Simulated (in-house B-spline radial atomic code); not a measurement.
Tl⁺. Computed with a B-spline radial atomic code. Model: non-relativistic spherical atom: semilocal Troullier-Martins pseudo-atom, one channel per l, against all electrons, high spin, G0W0 and RPA with empty states to l = 8, local potential for every l without a channel, a model core (radius 0 = none) keeps its share of the functional.

The core holds an angular momentum without a channel of its own, so the local potential lets valence electrons into it.

Without relativity these are model numbers for so heavy an element.

What the tables leave out is listed at the end.

The pseudopotential gives back the lowest level of each angular momentum of its own functional in the configuration it was made in; a second state of the same l is only approximately right. Exact exchange, RPA and GW see the smooth pseudo-orbitals and miss the exchange with the core, for which the functional's share stands in. The column with an uncorrelated core keeps all orbitals and exact exchange, and so separates missing core correlation from pseudisation. Only the three outermost levels and the lowest empty one were computed. RPA here is direct RPA, with no exchange kernel, and its energies carry an (l + 1/2)⁻⁴ tail. A hybrid on a potential with a model core restores only its own semilocal share of the core's exchange.

Command:
```bash
python run_psgw.py task.json out
```
Settings (lengths in bohr, energies in hartree):
```
Z                      81
electrons              80
configuration          [Xe] 4f14 5d10 6s2
generated_in           [Xe] 4f14 5d10 6s2 6p1
functional             pbe,pbe
core_shells            12
radius_factor          1
core_correction        False
ion_configuration      [Xe] 4f14 5d10 6s1
```

Run time, properties included: 75 s on 1 thread of Intel(R) Xeon(R) Platinum 8259CL CPU @ 2.50GHz (Skylake/Cascade Lake), with other jobs on the host.

Given: made with PBE; model core radius 0 bohr; local radius 1.391 bohr; mean-field start PBE.

Valence shells of the generating configuration: 5d, 6s, 6p.

Channel: s 2.386, p 3.029, d 1.102 (radii in bohr).

Computed: largest level miss in the spin-unpolarised generating configuration 0 eV; valence RPA correlation energy pseudo -1.07 hartree; pseudo-atom RPA polarisability 24.891 bohr³; ionisation by mean-field all-electron 17.612 eV; ionisation by mean-field pseudo minus all -0.039 eV; ionisation by RPA all-electron 17.944 eV; ionisation by RPA pseudo minus all 0.761 eV.

```json
{"level": "6s", "occupied": "1", "mean-field all-electron (eV)": "-13.851", "mean-field pseudo minus all (eV)": "0.005", "G0W0 all-electron (eV)": "-17.838", "G0W0 uncorrelated core minus all (eV)": "0.086", "G0W0 pseudo minus all (eV)": "-0.446", "exchange self-energy all-electron (eV)": "-13.255", "exchange self-energy pseudo (eV)": "-11.732"}
{"level": "6p (empty)", "occupied": "0", "mean-field all-electron (eV)": "-8.2569", "mean-field pseudo minus all (eV)": "0.003", "G0W0 all-electron (eV)": "-5.7849", "G0W0 uncorrelated core minus all (eV)": "0.047", "G0W0 pseudo minus all (eV)": "-0.208", "exchange self-energy all-electron (eV)": "-4.0632", "exchange self-energy pseudo (eV)": "-3.5267"}
```

(1) What is the all-electron RPA polarisability, core included?

(2) What is the valence RPA correlation energy all-electron orbitals?

Given: mean-field start PBE0.

Computed: valence RPA correlation energy all-electron orbitals -0.61158 hartree; valence RPA correlation energy pseudo -1.0279 hartree; all-electron RPA polarisability, core included 22.671 bohr³; pseudo-atom RPA polarisability 22.164 bohr³; ionisation by mean-field all-electron 17.306 eV; ionisation by RPA pseudo minus all 0.8 eV.

```json
{"level": "6s", "occupied": "1", "mean-field all-electron (eV)": "-14.589", "mean-field pseudo minus all (eV)": "-0.204", "G0W0 all-electron (eV)": "-17.764", "G0W0 uncorrelated core minus all (eV)": "0.088", "G0W0 pseudo minus all (eV)": "-0.611", "exchange self-energy all-electron (eV)": "-13.076", "exchange self-energy pseudo (eV)": "-11.807"}
{"level": "5d", "occupied": "1", "mean-field all-electron (eV)": "-27.605", "mean-field pseudo minus all (eV)": "1.041", "G0W0 all-electron (eV)": "-32.204", "G0W0 uncorrelated core minus all (eV)": "-0.246", "G0W0 pseudo minus all (eV)": "2.775", "exchange self-energy all-electron (eV)": "-38.975", "exchange self-energy pseudo (eV)": "-23.228"}
{"level": "6p (empty)", "occupied": "0", "mean-field all-electron (eV)": "-7.4912", "mean-field pseudo minus all (eV)": "-0.191", "G0W0 all-electron (eV)": "-5.739", "G0W0 uncorrelated core minus all (eV)": "0.044", "G0W0 pseudo minus all (eV)": "-0.199", "exchange self-energy all-electron (eV)": "-3.7956", "exchange self-energy pseudo (eV)": "-3.5113"}
```

(3) What is the ionisation by RPA all-electron?

(4) What is the ionisation by mean-field pseudo minus all?

Given: mean-field start Hartree-Fock.

Computed: valence RPA correlation energy pseudo -0.91975 hartree; all-electron RPA polarisability, core included 19.541 bohr³; pseudo-atom RPA polarisability 18.109 bohr³; ionisation by mean-field all-electron 15.693 eV; ionisation by RPA all-electron 17.358 eV; ionisation by RPA pseudo minus all 0.9 eV.

```
     level  occupied  mean-field all-electron (eV)  mean-field pseudo minus all (eV)  G0W0 all-electron (eV)  G0W0 uncorrelated core minus all (eV)  G0W0 pseudo minus all (eV)  exchange self-energy all-electron (eV)  exchange self-energy pseudo (eV)
        6s         1                       -15.942                            -0.822                 -17.553                                  0.086                      -0.995                                 -12.285                            -11.77
6p (empty)         0                        -4.917                            -0.549                 -5.6985                                   0.03                      -0.277                                  -2.774                           -3.1552
```

(5) What is the ionisation by mean-field pseudo minus all?

(6) What is the valence RPA correlation energy all-electron orbitals?

Results:

(1) 24.91 bohr³.

(2) -0.65036 hartree.

(3) 17.77 eV.

(4) 0.211 eV.

(5) 0.799 eV.

(6) -0.52036 hartree.

Among the listed levels the largest G0W0 shift of the pseudo-atom is +2.77 eV, for 5d on the PBE0 start, while leaving the core uncorrelated moves that level by -0.25 eV. So pseudisation and the lost core exchange, not the missing core correlation, make the error. Not in the tables (levels of low weight, unsolved or above zero; the highest and the empty levels are kept at any weight): on PBE the G0W0 levels 5d (pseudo minus all +2.73 eV, weights 0.83 and 0.76); on Hartree-Fock the G0W0 levels 5d (pseudo minus all +2.44 eV, weights 0.92 and 0.72).
